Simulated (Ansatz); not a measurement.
Computed with Ansatz on PBE0-D4/def2-TZVP structures; ΔE is electronic, products minus reactants. CCSD(T)/CBS adds triple-zeta CCSD(T) − MP2 to the extrapolated MP2 energy (def2 sets, frozen cores). This one scheme is used for every species. Functionals use def2-TZVPP. HSE06 is defined as in plane-wave codes. One conformer a species, not always the lowest.

Consider the formal exchange of groups at a C–Cl bond: `CC(Cl)B(F)F` + CH₄ → `CC(C)B(F)F` + HCl.

CCSD(T)/CBS gives -3.4 kcal/mol.

Another level gave -2.6 kcal/mol. Which?
A. HSE06/def2-TZVPP
B. MP2/def2-TZVPP
C. PBE-D4/def2-TZVPP
D. BLYP-D4/def2-TZVPP

A. HSE06 -2.6, MP2/def2-TZVPP -3.5, PBE-D4 -1.5, BLYP-D4 -0.4 kcal/mol.

Largest T1 diagnostic among the species: 0.011.

In def2-TZVPP, CCSD(T) changes the Hartree–Fock value by −0.9 kcal/mol (the triples alone add +0.5 kcal/mol) and MP2 by −0.7 kcal/mol. From BLYP to BHLYP (50 % exact exchange), in def2-TZVPP and without D4, ΔE moves by −2.5 kcal/mol. Leaving LDA and LC-ωPBE aside and taking each functional with its dispersion term where it has one, the values, not all of them listed here, spread over 3.2 kcal/mol, from PBE-QIDH to BLYP-D4. LDA lies −2.1 kcal/mol from PBE without D4.
